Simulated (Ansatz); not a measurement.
Reaction (SMILES): O[Si](O)(O)O [silicic acid] + H+ -> O[Si](O)(O)[OH2+]
Structures are relaxed separately at B3LYP-D3(BJ)/def2-TZVP in Ansatz (a quantum-chemistry and plane-wave program), one conformer each, not searched for the lowest.
Geometry of the first species:
```
Si
O 1 1.6365
H 2 0.9601 1 116.83
O 1 1.6365 2 113.12 3 -69.62
H 4 0.9601 1 116.83 2 -46.23
O 1 1.6365 2 113.12 3 46.23
H 6 0.9601 1 116.83 2 69.62
O 1 1.6365 2 102.39 3 168.30
H 8 0.9601 1 116.83 2 168.30
```

Property: proton affinity (electronic energy difference), positive where the reaction releases energy, in kcal/mol. Correlated levels leave the core frozen unless marked. No spin-orbit coupling. Non-relativistic. CBS marks a two-point X^-3 extrapolation of the correlation energy; Hartree-Fock from the larger set. [CCSD(T)-MP2]/basis is that difference in the basis named.

```
level                       program  proton affinity (kcal/mol)
-------------------  --------------  --------------------------
HF/STO-3G                    Ansatz                       267.0
B97M-V/def2-TZVPD            Ansatz                       193.0
B3LYP-D4/def2-TZVPD  Ansatz + dftd4                       192.2
PBE0/def2-SVP                Ansatz                       200.1
```

Task: What does RI-MP2/CBS(cc-pV(T+d)Z,cc-pV(Q+d)Z)+[CCSD(T)-MP2]/cc-pV(T+d)Z (Ansatz) give?

Result: 192.1 kcal/mol
